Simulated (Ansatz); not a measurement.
C3H3N2 (SMILES [c]1c[nH]cn1), doublet (typed; the unrestricted solution is spin-contaminated), at a GFN2-xTB geometry; MP2/STO-3G (Ansatz, a quantum-chemistry and plane-wave program).

Input for Ansatz:
Ansatz 0.2 input:
```yaml
crystal:
  periodic: [false, false, false]
  atoms:
    - {symbol: C, position_ang: [0.62144743, -1.03886727, -0.00704831]}
    - {symbol: C, position_ang: [1.15265949, 0.20944187, 0.02891025]}
    - {symbol: N, position_ang: [0.05451505, 1.04591052, 0.02172701]}
    - {symbol: C, position_ang: [-1.04336427, 0.24979233, -0.01753433]}
    - {symbol: N, position_ang: [-0.70674734, -1.01313845, -0.03511281]}
    - {symbol: H, position_ang: [2.15724996, 0.57184534, 0.05764149]}
    - {symbol: H, position_ang: [0.07195203, 2.05438155, 0.04192068]}
    - {symbol: H, position_ang: [-2.04803183, 0.62216701, -0.03182727]}
basis:
  gaussian:
    orbitals: STO-3G
magnetization: {spin_polarized: true, initial_magnetization: 1}
correlation: {method: mp2, electrons: outside_noble_gas}
accuracy: high
```

It wrote (shortened):

```
Functional definition: HF
593 factors; integrals over basis functions are off by at most 2.1e-8 eV
mean field evaluation 1: about -6019.5052 eV, gradient 1.8e1 eV
mean field evaluation 2: about -6019.7399 eV, gradient 1.8e1 eV
mean field evaluation 4: about -6022.2788 eV, gradient 2.5e0 eV
mean field evaluation 8: about -6022.4703 eV, gradient 7.7e-1 eV
mean field evaluation 16: about -6022.6712 eV, gradient 7.0e-4 eV
mean field evaluation 32: about -6021.9587 eV, gradient 5.1e0 eV
mean field -6022.67124881 eV, -221.3290860806 hartree, gradient 3.0e-8 eV, S^2 1.195536; 2 other end points of the search recorded, 0 dependent functions left out
5 core orbitals not correlated
reference -6022.67124881 eV, -221.3290860806 hartree; 13, 12 occupied and 10, 11 virtual orbitals, 593 factors
second order -6.30034308 eV of doubles, -0.00000000 eV of singles
Total energy: -6028.97159189 eV, -221.5606194181 hartree
```
